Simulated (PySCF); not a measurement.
Working out the excitation energy of Al⁺

Al⁺ [Ne] 3s2 (1S) → Al⁺ [Ne] 3s1 3p1 (3P). Computed with PySCF 2.14 in x2c-TZVPPall (5s5p3d1f, 42 functions), with scalar relativity by spin-free X2C-1e. Frozen: 1s2. Energies in hartree (1 hartree = 27.21139 eV):

| part | Al⁺ (lower) | Al⁺ (upper) |
| --- | --- | --- |
| UHF | -242.104750 | -241.973134 |
| CCSD correlation | -0.190722 | -0.152457 |
| (T) | -0.002233 | -0.001200 |

Question: What does Hartree-Fock give?

Answer: (-241.973134) − (-242.104750) = 0.131616 hartree = 3.581 eV.

Question: What do CCSD and CCSD(T) give?

Answer: The CCSD correlation energies differ by 0.038265 hartree = 1.041 eV and the triples by 0.001033 hartree = 0.028 eV, so CCSD gives 4.622 eV and CCSD(T) 4.650 eV.

Measured between the centres of the two terms (NIST): 4.651 eV, so CCSD(T) (valence and next inner shell) is off by -0.001 eV.

What remains against the reference includes basis incompleteness, the frozen core and higher excitations.
